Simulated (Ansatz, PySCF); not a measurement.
Dimer: HCl (SMILES Cl) (first 2 atoms) with H2 (SMILES [H][H]); geometry from B3LYP-D3(BJ)/def2-TZVP, rigid monomers moved along the line of their centres of mass till H2···H4 is 2.08 Å.
(charge 0, multiplicity 1):
| atom | x (Å) | y (Å) | z (Å) |
|---|---|---|---|
| Cl | -0.1180 | -0.5884 | -0.7213 |
| H | -0.0738 | -0.4022 | 0.5470 |
| H | -0.3610 | -0.0066 | 2.5725 |
| H | 0.3575 | -0.2035 | 2.5755 |

Monomers are frozen at their geometry in the pair; levels with a basis set take the counterpoise correction. Rows marked so take none.

Correlated levels freeze the cores. CBS: X⁻³ extrapolation of the correlation energy, Hartree–Fock from the larger set. Rows in 6-31G* carry no dispersion term and start afresh at each structure (6-31G* with six Cartesian d functions).

Run with Ansatz (Gaussian orbitals); PySCF for 6-31G* rows, the dispersion terms. Values without a source in brackets are computed.

```
level                                          interaction energy (kJ/mol)
---------------------------------------------  ---------------------------
HF/aug-cc-pV(D+d)Z                                                     2.5
PBE-D3(BJ)/def2-TZVPPD                                                -3.9
r2SCAN-D3(BJ)/def2-TZVPPD                                             -1.3
B3LYP/6-31G*                                                             …
B3LYP/def2-TZVPPD                                                     -0.2
M06-2X/6-31G* (no counterpoise)                                       -0.1
wB97M-V/def2-TZVPPD                                                   -1.4
CCSD/aug-cc-pV(D+d)Z                                                   0.0
CCSD(T)/CBS(aug-cc-pV(T+d)Z, aug-cc-pV(Q+d)Z)                            …
```

### Question
Some entries are withheld; supply them.

### Answer

- B3LYP/6-31G*, interaction energy (kJ/mol): 0.8
- CCSD(T)/CBS(aug-cc-pV(T+d)Z, aug-cc-pV(Q+d)Z), interaction energy (kJ/mol): -1.8

Ansatz is a quantum-chemistry and plane-wave program.
